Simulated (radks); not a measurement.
The thulium anion Tm- inside a hard spherical wall (all orbitals vanish at R), configuration held at [Xe] 4f14 6s2 and not refilled when levels cross. Method: scalar-relativistic Kohn-Sham, PBE, spin-polarised, spherical densities, point nucleus; computed with a radial shooting solver on a logarithmic mesh with Libxc functionals. Eigenvalues in eV for spin up, with the zero of energy where the potential of the charges vanishes at infinity; a dash marks a level that is unbound or too diffuse for the functional's potential to be trusted. A positive occupied level is held by the wall or, in an anion where self-interaction has pushed it up, behind a barrier. The pressure on the wall is -dE/dV.

| R (bohr) | E (hartree) | kinetic (hartree) | e(5s) | e(5p) | e(6s) | e(6p, empty) | e(5d, empty) | e(4f) | pressure (GPa) |
|---|---|---|---|---|---|---|---|---|---|
| 8 | -13567.3331 | 14749.105 | -42.965 | -16.984 | 2.589 | - | - | 8.038 | 1.46 |
| 7 | -13567.2778 | 14749.256 | -41.567 | -15.646 | 3.786 | 7.086 | 7.760 | 9.475 | 3.59 |
| 6 | -13567.1681 | 14749.558 | -39.642 | -13.826 | 5.857 | 10.169 | 9.849 | 11.478 | 10.1 |
| 5 | -13566.9229 | 14750.262 | -36.829 | -11.212 | 9.905 | 16.110 | 13.192 | 14.483 | 35.0 |
| 3 | -13563.6003 | 14761.558 | -20.665 | 4.591 | 49.976 | 68.308 | 35.748 | 33.480 | 1400 |
| 2.5 | -13559.1253 | 14776.671 | -7.379 | 19.276 | 92.306 | 118.04 | 56.124 | 49.619 | 5290 |
| 2 | -13546.1849 | 14817.663 | 22.881 | 54.567 | 192.89 | 230.32 | 102.99 | 82.754 | 25800 |
| 1.5 | -13499.1605 | 14957.077 | 117.60 | 165.28 | 479.10 | 536.41 | 239.20 | 161.43 | 188000 |
